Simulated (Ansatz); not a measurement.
BFH4Si2, SMILES `FB1[SiH2][SiH2]1`, relaxed with RKS PBE0-D4/def2-TZVP in Ansatz 0.2.0 from a PBE-D4/def2-SVP geometry. The force threshold is 0.005 eV/Å; the program also tests the step.

Charge 0, multiplicity 1.

Start:

```xyz
8

F    -2.203   -0.294   -1.207
B    -1.199    0.124   -0.436
Si    0.646    0.713   -0.822
Si   -0.173   -0.723    1.023
H     1.271    1.779    0.032
H     1.429    0.475   -2.086
H     0.327    0.120    2.160
H    -0.098   -2.194    1.336
```

(1) How much energy does the relaxation release, and in how many steps? (An estimate is asked.)

(2) Which bonds change most? (An estimate is asked.)

(3) Give the relaxed structure. (An estimate is asked.)

Answers

(1) Ansatz gave: 0.59 kcal/mol, in 7 steps.

(2) Computed: Si3–Si4 from 2.477 to 2.425 Å; Si4–H8 from 1.506 to 1.487 Å; Si3–H6 from 1.506 to 1.487 Å; Si3–H5 from 1.502 to 1.484 Å.

(3) The calculation gave: 
```xyz
8

F    -2.212   -0.252   -1.180
B    -1.189    0.118   -0.437
Si    0.665    0.680   -0.804
Si   -0.138   -0.727    1.002
H     1.232    1.780    0.015
H     1.430    0.457   -2.059
H     0.288    0.120    2.143
H    -0.076   -2.178    1.320
```
